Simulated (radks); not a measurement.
The nuclear charge of neutral calcium is varied continuously with 20 electrons held in [Ar] 4s2. All-electron calculation, scalar-relativistic Kohn-Sham, LDA (Slater exchange, Perdew-Wang correlation), spin-polarised, spherical densities, finite nucleus; Fermi nuclear charge, rms radius 3.4776 fm. Program: a radial shooting solver on a logarithmic mesh with Libxc functionals. By the Hellmann-Feynman theorem dE/dZ = E(electron-nucleus)/Z, the electronic potential at the nucleus (averaged over a nucleus of fixed radius). The scalar-relativistic energy here is not variational (the density holds large components alone), so the two differ by a part that grows with Z.

Z,E (hartree),E(electron-nucleus)/Z (hartree),HOMO,e(HOMO) (eV),<r> HOMO (bohr)
19.8,-662.65134,-79.6380,4s,-2.660,4.237
20,-678.69038,-80.6774,4s,-3.864,3.973
20.2,-694.93743,-81.7153,4s,-5.182,3.754
20.4,-711.39227,-82.7523,4s,-6.605,3.568
20.6,-728.05473,-83.7884,4s,-8.128,3.406
20.8,-744.92467,-84.8240,4s,-9.747,3.263
21,-762.00201,-85.8592,4s,-11.458,3.136

The central difference of E at Z = 20 is -80.715 hartree, to compare with the third column; the second derivative is -5.2 hartree.
